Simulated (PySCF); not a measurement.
## Dipole response of B+ (boron, charge +1)

[He] 2s2, closed-shell 1S. All numbers are calculated (PySCF 2.14, no relativity, point nucleus, in aug-cc-pwCVQZ (9s8p6d4f2g, 109 functions)). Coupled (time-dependent) response in atomic units; α is the mean over directions.

```tsv
method	mean α (bohr³)	C₆ (like pair)	S(−4)
UHF	11.37	31.68	114.7
PBE	10.64	28.81	99.69
PBE0	10.77	29.31	102.3
M06-L	10.63	29.69	92.94
TPSSh	10.88	30.43	99.19
```

S(−4) is the Cauchy moment in α(ω) = α(0) + S(−4) ω² + …

α(iu) at PBE:

| u (hartree) | α(iu) (bohr³) |
| --- | --- |
| 0 | 10.64 |
| 0.0500 | 10.39 |
| 0.100 | 9.730 |
| 0.200 | 7.776 |
| 0.300 | 5.873 |
| 0.500 | 3.385 |
| 0.750 | 1.930 |
| 1.00 | 1.243 |
| 1.50 | 0.6463 |
| 2.00 | 0.4007 |
| 3.00 | 0.2033 |
| 5.00 | 0.08732 |

For an ion, C₆ is the dispersion term alone; charge-induced terms of lower order in 1/R come first.
